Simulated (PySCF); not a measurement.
C₄H₇FSi, SMILES C#CC[Si@@H](C)F. Atoms are numbered in the order given.

```xyz
13

C      2.3939     0.5344     1.2455
C      1.7405    -0.1643     0.5013
C      0.9034    -0.9643    -0.3710
Si    -0.8564    -0.2898    -0.4906
C     -1.5631     0.0874     1.1831
F     -0.8018     1.0822    -1.3699
H      2.9894     1.1466     1.8967
H      1.3268    -1.0118    -1.3893
H      0.8444    -2.0057    -0.0063
H     -1.6862    -1.2619    -1.2601
H     -1.6615    -0.8350     1.7771
H     -0.8971     0.7750     1.7265
H     -2.5576     0.5509     1.1002
```
Charge 0, spin multiplicity 1.

The structure is a stationary point at PBE0-D3(BJ)/def2-SVP. The structure was generated by enumeration; whether it is a known compound was not checked. The values are those of a single conformer.

Computed with PySCF with B3LYP/def2-TZVP.

The molecule is in vacuum.

```json
{
  "total_energy": "-546.13127 hartree",
  "highest_occupied_level": "-7.26 eV",
  "lowest_empty_level": "0.46 eV",
  "orbital_gap": "7.72 eV",
  "dipole_moment": "1.83 D",
  "quadrupole, principal values (traceless, Buckingham form, about the centre of nuclear charge)": "-6.46, 1.02, 5.43 D·Å",
  "mean_static_polarisability": "69.0 bohr³ (10.22 Å³)",
  "polarisability_principal_values": "54.3, 64.7, 87.9 bohr³"
}
```
